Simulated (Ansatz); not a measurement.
Total energies of `[Al][I]`.

```
atom   x (Å)   y (Å)   z (Å)
 Al1   1.112  -0.098  -0.618
  I2  -1.112   0.098   0.618
```

Charge 0, multiplicity 1. Correlated methods include outer-core shells of I, which these sets cover unevenly. I: def2 effective core potential. The geometry is a stationary point of PBE0-D4/def2-TZVP. Basis def2-TZVPP, Ansatz.

RPA on PBE orbitals: Hartree–Fock energy of these orbitals -538.61757 Eh, correlation -0.72083 Eh (frozen core).

```json
{"functional": "LDA (SPW92)", "energy without D4 (Eh)": "-538.72386", "D4 term (kJ/mol)": "–"}
{"functional": "PBE", "energy without D4 (Eh)": "-540.04060", "D4 term (kJ/mol)": "-5.6"}
{"functional": "revPBE", "energy without D4 (Eh)": "-540.17752", "D4 term (kJ/mol)": "-10.3"}
{"functional": "r2SCAN", "energy without D4 (Eh)": "-540.27125", "D4 term (kJ/mol)": "-0.9"}
{"functional": "B97M-V", "energy without D4 (Eh)": "-540.10966", "D4 term (kJ/mol)": "–"}
{"functional": "PBE0", "energy without D4 (Eh)": "-540.08673", "D4 term (kJ/mol)": "-4.7"}
{"functional": "B3LYP", "energy without D4 (Eh)": "-540.30654", "D4 term (kJ/mol)": "-9.4"}
{"functional": "CAM-B3LYP", "energy without D4 (Eh)": "-540.19448", "D4 term (kJ/mol)": "-5.1"}
{"functional": "LC-ωPBE", "energy without D4 (Eh)": "-540.12541", "D4 term (kJ/mol)": "–"}
{"functional": "ωB97X-V", "energy without D4 (Eh)": "-540.12916", "D4 term (kJ/mol)": "–"}
```

Question: Give the same for BLYP, r2SCANh, r2SCAN0, HSE06 (plane-wave form), BHLYP, ωB97M-V, B2PLYP, PBE-QIDH. (An estimate is asked.)

Answer: The calculation gave: 
| functional | energy without D4 (Eh) | D4 term (kJ/mol) |
| --- | --- | --- |
| BLYP | -540.14339 | -11.4 |
| r2SCANh | -540.25968 | -1.1 |
| r2SCAN0 | -540.24275 | -1.3 |
| HSE06 (plane-wave form) | -540.07952 | -4.6 |
| BHLYP | -540.14409 | -11.2 |
| ωB97M-V | -540.16003 | – |
| B2PLYP | -539.90642 | – |
| PBE-QIDH | -539.84185 | – |

B3LYP takes the VWN-RPA correlation (the form of Gaussian; ORCA's B3LYP/G). HSE06 is the plane-wave form, built on full-range PBE exchange. The double hybrids freeze the cores in their second-order part.

LC-ωPBE has ω = 0.4 bohr⁻¹.
